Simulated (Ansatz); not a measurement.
Basis-set extrapolation for CH5BFNO (`NBOCF`) (PBE0-D4/def2-TZVP geometry, frozen core, the Gaussian-basis code of Ansatz). Multiplicity 1, RHF reference.

```
                      def2-TZVPP   def2-QZVPP
                 HF  -294.433456  -294.447297
    MP2 correlation    -0.963483    -1.039797
CCSD(T) correlation    -1.025142      not run
```

Energies in hartree. Use E(X) = E(∞) + A·exp(−7.88·√X) for Hartree–Fock and E(X) = E(∞) + B·X^(−2.97) for correlation, with X = 3 and 4, and add CCSD(T) minus MP2 of the smaller set to the MP2 limit.

What is the CCSD(T) energy at the basis-set limit?

HF limit: -294.447297 + (-0.013841) × 0.13774 = -294.44920. MP2 limit: -1.039797 + (-0.076314) × 0.74074 = -1.09633. Higher-order term: -1.025142 − (-0.963483) = -0.06166. Total: -295.60719 hartree, 93.2 kcal/mol below CCSD(T)/def2-TZVPP.
